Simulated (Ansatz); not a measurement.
Compare A (`COC(F)(F)CF`) with its isomer B (`FCOCC(F)F`).

Isolated molecules relaxed with PBE0-D4/def2-TZVP in Ansatz; ΔE leaves out vibrations. CCSD(T)/CBS adds triple-zeta CCSD(T) − MP2 to the extrapolated MP2 energy (def2 sets, frozen cores). Functionals use def2-TZVPP. B3LYP here is the variant with VWN-RPA as its local correlation; programs differ in this. Each species was taken in one conformer, which may not be the lowest.

(1) Which isomer does CCSD(T)/CBS put lower? Give the gap. (Best estimate.)

(2) Give E(B) − E(A) in kcal/mol with MP2/def2-TZVPP, B2PLYP, PBE-D4, CCSD(T)/def2-TZVPP, B3LYP, CCSD/def2-TZVPP, B3LYP-D4. (Estimate.)

Largest T1 diagnostic: 0.012.

Answers

(1) The calculation gave: A, by 5.3 kcal/mol.

(2) Ansatz gave: MP2/def2-TZVPP 5.2, B2PLYP 4.8, PBE-D4 4.4, CCSD(T)/def2-TZVPP 5.2, B3LYP 4.5, CCSD/def2-TZVPP 5.2, B3LYP-D4 4.7. None reverses the order clearly.

From PBE to PBE0 (25 % exact exchange), in def2-TZVPP and without D4, E(B) − E(A) moves by +0.8 kcal/mol.
